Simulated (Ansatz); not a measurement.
`C[O][GaH][CH3]` + `C=N` → `C=[N][GaH][CH3]` + CH₃OH  (ligand exchange at a Ga–O bond)

Gas-phase electronic energies from Ansatz, PBE0-D4/def2-TZVP geometries. CCSD(T)/CBS is the MP2 limit (def2-TZVPP, def2-QZVPP) plus CCSD(T) − MP2 in def2-TZVPP, frozen cores. This one scheme is used for every species. DFT in def2-TZVPP. For Ga outer-core shells are correlated without core-valence functions, which leaves a few kJ/mol of doubt a bond. Scalar relativity is left out up to krypton. One conformer a species, not always the lowest.

(1) Is it downhill or uphill in electronic energy at CCSD(T)/CBS, and by how much? (An estimate is asked.)

(2) What do these levels give: PBE-D4, PBE0-D4, HF/def2-TZVPP, MP2/def2-QZVPP, SCS-MP2/def2-QZVPP, HF/CBS(def2)? (Estimate.)

Largest T1 diagnostic among the species: 0.015.

## Answers

(1) The calculation gave: Uphill: ΔE = +0.41 eV.

(2) Computed: PBE-D4 0.36, PBE0-D4 0.37, HF/def2-TZVPP 0.43, MP2/def2-QZVPP 0.40, SCS-MP2/def2-QZVPP 0.42, HF/CBS(def2) 0.43 eV.
